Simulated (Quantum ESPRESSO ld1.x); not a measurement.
Values are calculated unless marked as measured or tabulated.
All-electron atom: Mo4+ in [Kr] 4d2. Code: ld1.x of Quantum ESPRESSO 7.5. Model: scalar-relativistic Kohn-Sham, LDA (Slater exchange, Perdew-Zunger correlation), spin-polarised, spherical densities, point nucleus; open shells are filled with parallel spins first.

Unscreened Slater integrals over Kohn-Sham orbitals (eV). They are taken over the spin-up orbitals.

| integral | value |
|---|---|
| F0(4d,4d) | 16.193 |
| F2(4d,4d) | 8.2859 |
| F4(4d,4d) | 5.4755 |
| F0(4d,4p) | 17.947 |
| F2(4d,4p) | 8.9654 |
| G1(4d,4p) | 11.225 |
| G3(4d,4p) | 6.8958 |
| F0(4d,4s) | 18.530 |
| G2(4d,4s) | 8.1701 |
| F0(4d,3d) | 21.678 |
| F2(4d,3d) | 4.1167 |
| F4(4d,3d) | 1.8001 |
| G0(4d,3d) | 1.3583 |
| G2(4d,3d) | 1.5276 |
| G4(4d,3d) | 1.1493 |
| F0(4p,4p) | 20.500 |
| F2(4p,4p) | 10.813 |
| F0(4p,4s) | 21.414 |
| G1(4p,4s) | 14.550 |
| F0(4p,3d) | 26.507 |
| F2(4p,3d) | 6.2141 |
| G1(4p,3d) | 2.0145 |
| G3(4p,3d) | 1.9449 |
| F0(4s,4s) | 22.483 |
| F0(4s,3d) | 28.624 |
| G2(4s,3d) | 2.3907 |
| F0(3d,3d) | 59.711 |
| F2(3d,3d) | 29.383 |
| F4(3d,3d) | 18.661 |

Derived for the open shells (J is the average intra-shell exchange parameter used in DFT+U). 4d: Racah B = F2/49 - 5 F4/441 = 0.1070 eV, C = 35 F4/441 = 0.4346 eV, C/B = 4.06, F4/F2 = 0.661, J = (F2 + F4)/14 = 0.9830 eV.
